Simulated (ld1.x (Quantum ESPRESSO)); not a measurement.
# Ce (Z = 58): excitation energies, all-electron against PAW

```
Element                 : Ce (Z = 58)
Generator               : ld1.x (Quantum ESPRESSO) 7.5
Type                    : PAW
Functional              : LDA (PZ)
Relativity              : fully relativistic
Frozen core             : [Kr] 4d10
Valence charge          : 12
Reference configuration : 4f1 5s2 5p6 5d1 6s1 6p1
Partial waves           : 5s (bound): rcut 1.95, rcutus 2.65 bohr; 6s (bound): rcut 1.95, rcutus 2.65 bohr; 5p (bound): rcut 2.25, rcutus 2.40 bohr; 6p (bound): rcut 2.25, rcutus 2.40 bohr; 5d (bound): rcut 2.50, rcutus 2.90 bohr; 5d channel at 0.65 Ry: rcut 2.50, rcutus 2.90 bohr; 4f (bound): rcut 0.85, rcutus 0.90 bohr; 4f channel at -0.1 Ry: rcut 0.85, rcutus 0.90 bohr
Local potential         : all-electron potential smoothed inside 2.75 bohr (lloc = -1)
Core correction         : Bessel-smoothed model core inside 0.75 bohr
Augmentation charge     : PSQ, inside the norm-conserving radii
```

Open shells are filled in proportion to 2j + 1 (rel_dist='average').

Energies are relative to the spin-unpolarised reference configuration 4f1 5s2 5p6 5d1 6s1 6p1; without spin polarisation the order of configurations can differ from experiment. Not all tests gave a result: test run stopped at test 5 of 7 (negative rho).

```json
{"valence configuration": "4f1 5s2 5p6 5d1 6s2 6p0", "charge": "0", "ΔE all-electron (eV)": "-2.524", "error AE − PS (meV)": "-0.5"}
{"valence configuration": "4f1 5s2 5p6 5d1 6s1 6p0", "charge": "+1", "ΔE all-electron (eV)": "3.746", "error AE − PS (meV)": "-0.4"}
{"valence configuration": "4f2 5s2 5p6 5d0 6s1 6p0", "charge": "+1", "ΔE all-electron (eV)": "2.956", "error AE − PS (meV)": "-236"}
```

Question: What are ΔE and the potential's error for 4f1 5s2 5p6 5d1 6s0 6p0?

Answer: ΔE = 15.090 eV all-electron; the error (AE − PS) is -0.2 meV.

Levels in the configuration 4f1 5s2 5p6 5d1 6s0 6p0:

| level | all-electron (eV) | pseudo (eV) |
| --- | --- | --- |
| 4f j=5/2 | -18.699 | -18.699 |
| 4f j=7/2 | -18.362 | -18.361 |
| 5s j=1/2 | -53.550 | -53.552 |
| 5p j=1/2 | -38.057 | -38.057 |
| 5p j=3/2 | -35.222 | -35.222 |
| 5d j=3/2 | -15.183 | -15.183 |
| 5d j=5/2 | -14.919 | -14.919 |

The ghost test of this file was not conclusive.
